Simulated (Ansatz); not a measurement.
One geometry of Sn₂F⁺, several levels of theory.

```yaml
crystal:
  periodic: [false, false, false]
  atoms:
    - {symbol: Sn, position_ang: [1.029229, 0.108118, -1.186002]}
    - {symbol: Sn, position_ang: [-1.479947, 0.369121, 0.388089]}
    - {symbol: F, position_ang: [0.450708, -0.477240, 0.797913]}
basis:
  gaussian: {orbitals: def2-TZVP, initial_orbitals: start.molden}
total_charge: 1
hamiltonian: {xc: {text: "exchange = 0.65*pbe_x + 0.35*exact_x\ncorrelation = pbe_c"}}
scf: {omitted_lower_state_checks: [starts]}
output: {orbitals: {seedname: orbitals}}
```

The file start.molden holds the orbitals of an earlier run on this structure, at another level or in another basis.

```sh
$ ansatz run in.yaml --threads 4 --pin off --events-out ev --progress --plain --max-ram 3916MiB
```

Shortened log:

```
Functional definition: unnamed
1111 factors; their error is unknown
mean field evaluation 1: about -14372.7178 eV, gradient 3.2e0 eV
mean field evaluation 2: about -14372.7344 eV, gradient 3.1e-2 eV
mean field evaluation 4: about -14372.9903 eV, gradient 2.3e-4 eV
mean field evaluation 8: about -14372.9903 eV, gradient 2.4e-5 eV
mean field -14372.99028183 eV, -528.1976504946 hartree, gradient 2.4e-5 eV, S^2 0.000000; 0 other end points of the search recorded, 0 dependent functions left out
reference -14372.99030815 eV, -528.1976514619 hartree; 26, 26 occupied and 105, 105 virtual orbitals, 1111 factors
Total energy: -14372.99030815 eV, -528.1976514619 hartree
Checks for a lower state left out: starts
```

It took 1.1 s on 4 threads of Arm Neoverse V2 on a shared host.

The first input with `correlation: {method: mp2}` and without the key `hamiltonian` (abridged; 1.3 s):

```
Functional definition: HF
mean field -14313.09380093 eV, -525.9964954208 hartree, gradient 6.0e-6 eV, S^2 0.000000; unrestricted orbitals would lower it
9 core orbitals not correlated: weight in the atoms' cores, before any rotation towards them, 1.000 or more for the frozen orbitals, at most 0.000 for the correlated occupied ones
second order -22.51976026 eV of doubles, -0.00000000 eV of singles
Total energy: -14335.61356119 eV, -526.8240813458 hartree
Checks for a lower state left out: starts
```

As the first input, with `hamiltonian: {xc: pbe, dispersion: d4}` (abridged; 0.8 s):

```
Functional definition: PBE
mean field -14372.86842904 eV, -528.1931724872 hartree, gradient 1.4e-5 eV, S^2 0.000000
Total energy: -14372.95543415 eV, -528.1963698660 hartree
Checks for a lower state left out: starts
```

The first input with `hamiltonian: {xc: pbe0, dispersion: d4}`, `output: {forces: true, orbitals: {seedname: orbitals}}` (abridged; 1.5 s):

```
Functional definition: PBE0
mean field -14372.91577931 eV, -528.1949125775 hartree, gradient 2.0e-5 eV, S^2 0.000000
Total energy: -14372.98916889 eV, -528.1976095949 hartree
Atom 0 force    -0.030535     0.015277    -0.011231 eV/Å
Atom 1 force     0.003736     0.012198    -0.033950 eV/Å
Atom 2 force     0.026799    -0.027475     0.045180 eV/Å
Dipole moment:    -0.198811     0.210558    -0.352078 e Å
Checks for a lower state left out: starts
```

First input, but with `hamiltonian: {xc: {text: "exchange = 0.90*pbe_x + 0.10*exact_x\ncorrelation = pbe_c"}}` (abridged; 1.1 s):

```
Functional definition: unnamed
mean field -14372.86311052 eV, -528.1929770352 hartree, gradient 1.9e-5 eV, S^2 0.000000
Total energy: -14372.86314737 eV, -528.1929783892 hartree
Checks for a lower state left out: starts
```

As the first input, with `hamiltonian: {xc: {name: CAM-B3LYP}, dispersion: d4}` (abridged; 1.6 s):

```
Functional definition: CAM-B3LYP
mean field -14373.65853690 eV, -528.2222084154 hartree, gradient 2.4e-5 eV, S^2 0.000000
Total energy: -14373.73704716 eV, -528.2250936144 hartree
Checks for a lower state left out: starts
```

The first input with `hamiltonian: {xc: {name: r2SCAN0}, dispersion: d4}` (abridged; 2.3 s):

```
Functional definition: r2SCAN0
mean field -14376.27759579 eV, -528.3184570544 hartree, gradient 2.5e-5 eV, S^2 0.000000
Total energy: -14376.29807751 eV, -528.3192097437 hartree
Checks for a lower state left out: starts
```

Geometry: r2SCAN-D4/def2-TZVP.

In the def2 sets Sn takes a core potential; there is no spin–orbit coupling. Correlated methods freeze 9 core orbitals; core or outer-core shells of Sn are correlated, in sets that lack core-valence functions. The restricted singlet is unstable towards broken spin symmetry at other levels; at PBE with 35 % exact exchange/def2-TZVP, PBE with 10 % exact exchange/def2-TZVP, CAM-B3LYP-D4/def2-TZVP, r2SCAN0-D4/def2-TZVP this wasn't settled. At MP2/def2-TZVP, PBE-D4/def2-TZVP, PBE0-D4/def2-TZVP the restricted singlet (for correlated methods, its reference) is unstable: a solution with broken spin symmetry lies lower. The geometry of the singlet was relaxed on an unsound state (restricted singlet, unstable towards broken spin symmetry). The order of the spin states hangs on the level: the triplet lies 0.10 eV below the singlet at r2SCAN0-D4/def2-TZVP, but 0.04 eV above it at PBE with 35 % exact exchange/def2-TZVP. The singlet is doubtful at r2SCAN0-D4/def2-TZVP (restricted singlet, unstable towards broken spin symmetry at other levels and untested here). The singlet is doubtful at PBE with 35 % exact exchange/def2-TZVP (restricted singlet, unstable towards broken spin symmetry at other levels and untested here). The structure comes from a short search, and lower isomers may exist.
